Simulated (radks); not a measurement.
Polarisability of neutral hydrogen, 1s1, at imaginary frequency. Calculated with a radial shooting solver on a logarithmic mesh with Libxc functionals: scalar-relativistic Kohn-Sham, exchange-only LDA, spin-unpolarised, spherical densities, finite nucleus; Gaussian nuclear charge, rms radius 0.8783 fm; without spin polarisation the odd electron is poorly described. Response by self-consistent Sternheimer equations with the Hartree and adiabatic exchange-only LDA kernel, the relativistic mass of each level held fixed and spin-orbit coupling left out.

w (hartree),alpha1(iw) (bohr^3),alpha2(iw) (bohr^5)
0.00266,8.646,52.67
0.0143,8.623,52.57
0.0360,8.495,52.02
0.0697,8.110,50.31
0.118,7.290,46.52
0.186,5.987,39.98
0.280,4.418,31.21
0.413,2.930,21.86
0.605,1.761,13.73
0.892,0.9625,7.730
1.35,0.4748,3.878
2.12,0.2063,1.698
3.59,0.07502,0.6182
6.94,0.02051,0.1688
17.5,0.003242,0.02664

Static values: alpha1 = 8.647 bohr^3 (1.281 angstrom^3; uncoupled 8.921), alpha2 = 52.67 bohr^5, alpha3 = 794.0 bohr^7. C6 = 16.25, C8 = 538.6, triple-dipole C9 = 102.9 atomic units. One-pole (London) frequency 4 C6 / (3 alpha1^2) = 0.290 hartree, against 0.194 for minus the highest occupied eigenvalue. Recommended static value: 4.50711 bohr^3 (Schwerdtfeger and Nagle, 2023 table).
